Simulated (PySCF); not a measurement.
C2H5Cl2FSi, SMILES ClC(Cl)C[SiH2]F.

Coordinates come from a ωB97X-D3(BJ)/def2-SVP optimisation. Other conformers were not sampled.

All values below come from SMD-B3LYP/def2-SVP (PySCF).

Solvation free energies are E(SMD) − E(gas) at the gas-phase geometry, for 1 M in both phases. In vacuum the dipole moment is 0.55 D.

### Question
Estimate the solvation free energies in water, methanol, N,N-dimethylformamide. (Estimate from the structure and the level; the computed values follow.)

### Answer

| solvent | ΔG(solv) (kcal/mol) | its non-electrostatic (CDS) part | dipole (D) |
|---|---|---|---|
| water | -1.1 | 3.2 | 0.84 |
| methanol | -6.0 | -1.8 | 0.82 |
| N,N-dimethylformamide | -5.2 | -1.1 | 0.83 |
